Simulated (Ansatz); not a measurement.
Calculated with Ansatz (gas phase, PBE0-D4/def2-TZVP geometries, no zero-point term in ΔE). CCSD(T)/CBS adds triple-zeta CCSD(T) − MP2 to the extrapolated MP2 energy (def2 sets, frozen cores). DFT in def2-TZVPP. For Ge outer-core shells are correlated without core-valence functions, which leaves a few kJ/mol of doubt a bond. Scalar relativity is left out up to krypton. One conformer a species, not always the lowest.

Reaction (redistribution): `[CH3][Ge]([F])([F])[AlH2]` + `C[SiH](O)F` → `O[SiH](F)[AlH2]` + `[CH3][Ge]([CH3])([F])[F]`

`[CH3][Ge]([F])([F])[AlH2]`:

Z-matrix (Å, degrees):
```
C
Ge 1 1.938
H 1 1.091 2 110.4
H 1 1.091 2 108.3 3 119.6
H 1 1.091 2 110.4 3 -120.8
F 2 1.751 1 105.1 3 -174.0
F 2 1.751 1 105.2 3 -65.4
Al 2 2.510 1 127.8 3 60.3
H 8 1.585 2 119.4 1 -0.1
H 8 1.580 2 118.3 1 179.9
```

`C[SiH](O)F`:

```xyz
9

C     0.012   -1.139    0.194
Si   -0.349    0.599   -0.330
O     0.387    1.718    0.606
F     0.149    0.749   -1.845
H    -0.503   -1.850   -0.456
H    -0.323   -1.309    1.220
H     1.083   -1.356    0.143
H    -1.785    0.944   -0.296
H     1.328    1.645    0.765
```

`O[SiH](F)[AlH2]`:

Z-matrix (Å, degrees):
```
Si
F 1 1.610
Al 1 2.471 2 110.8
O 1 1.646 2 109.7 3 -115.5
H 1 1.493 2 103.8 3 127.9
H 3 1.589 1 120.0 2 139.3
H 3 1.587 1 120.4 2 -41.5
H 4 0.959 1 118.7 2 -71.2
```

`[CH3][Ge]([CH3])([F])[F]`:

Cartesian coordinates in Å:
```
C -0.816 0.824 1.265
Ge -0.228 -0.541 0.040
C 1.092 -0.169 -1.313
F 0.347 -1.881 0.982
F -1.635 -1.173 -0.758
H -1.560 0.399 1.938
H -1.263 1.655 0.717
H 0.027 1.193 1.850
H 0.735 0.614 -1.983
H 1.275 -1.076 -1.888
H 2.025 0.155 -0.850
```

```json
{"species": "`[CH3][Ge]([F])([F])[AlH2]`", "PBE0-D4 energy (Eh)": "-2559.81455"}
{"species": "`C[SiH](O)F`", "PBE0-D4 energy (Eh)": "-505.56821"}
{"species": "`O[SiH](F)[AlH2]`", "PBE0-D4 energy (Eh)": "-709.16850"}
{"species": "`[CH3][Ge]([CH3])([F])[F]`", "PBE0-D4 energy (Eh)": "-2356.19803"}
```

Q: Work out ΔE.

A: ΔE = (-709.16850) + (-2356.19803) − (-2559.81455) − (-505.56821) = 0.01623 Eh = +0.44 eV. CCSD(T)/CBS gives +0.44 eV.

Largest T1 diagnostic among the species: 0.012.

Leaving LDA and LC-ωPBE aside and taking each functional with its dispersion term where it has one, the values, not all of them listed here, spread over 0.08 eV, from ωB97X-V to ωB97M-V. At CCSD(T), def2-SVP lies −0.04 eV from the extrapolated value and def2-TZVPP −0.03 eV.
